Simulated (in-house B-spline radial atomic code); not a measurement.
**RPA and G0W0 on BHandHLYP: In II (In+)**

Configuration [Kr] 4d10 5s2, mean-field start BHandHLYP. Computed with a B-spline radial code for spherical atoms: all electrons, scalar-relativistic (spin-free one-electron X2C), finite nucleus, each spin shell either full or empty, empty states to l = 9 with an (l + 1/2)⁻⁴ tail; G0W0 by contour deformation at full frequency.

Command:
```bash
python run_gw.py task.json out
```
Settings (radii: box in bohr, nucleus in fm):
```
Z                        49
electrons                48
configuration            [Kr] 4d10 5s2
hamiltonian              x2c
method                   bhandhlyp
lmax                     9
rms_radius               4.6156
spin_polarised           False
box_radius               23.78
intervals                70
ion_configuration        [Kr] 4d10 5s1
```

Cost of the run: 8.3 s on 1 thread of Arm Neoverse V2 (shared host).

Energies (hartree):

```json
{"term": "mean-field total", "value": "-5880.78831"}
{"term": "Hartree-Fock functional on these orbitals", "value": "-5878.11968"}
{"term": "direct second order", "value": "-4.1259"}
{"term": "second-order exchange", "value": "1.1422"}
{"term": "SOSEX correction", "value": "1.0606"}
```

Question: What is the RPA correlation energy, and what remains with SOSEX?

Answer: RPA gives -3.6226 hartree (-2.05 eV per electron); RPA + SOSEX gives -2.562, and the second-order doubles -2.9838 hartree (no singles). SOSEX takes back 29 % of the RPA value.

Quasi-particle levels (eV):

| level | occupied | mean field | Σx - vxc | Σc | QP weight | G0W0 |
| --- | --- | --- | --- | --- | --- | --- |
| 5s | yes | -16.555 | -0.73 | ? | ? | ? |
| 5p | no | -6.963 | 2.19 | -1.02 | 0.956 | -5.792 |

G0W0 = mean field + (Σx - vxc) + Σc, with Σc (partial-wave tail included) taken at the quasi-particle energy. Only the outer levels were computed. Levels of low weight are left out.

Question: Where does G0W0 put 5s?

Answer: At -19.056 eV, with Σc = -1.77 eV and a quasi-particle weight of 0.946. The tabulated removal energy is 18.870 eV (NIST, measured); the calculation leaves out spin-orbit coupling, Breit and QED terms, and what these don't explain is the method's own error.

Question: What does it cost to remove one electron (to [Kr] 4d10 5s1) by differences of total energies, each species on its own start (correlation terms add to the Hartree-Fock functional)?

Answer: BHandHLYP 18.553 eV, Hartree-Fock functional 17.002 eV, + RPA 18.965 eV, + RPA + SOSEX 18.519 eV, + second order 19.594 eV. Tabulated: 18.870 eV (NIST, measured); the calculation leaves out spin-orbit coupling, Breit and QED terms, and what these don't explain is the method's own error.
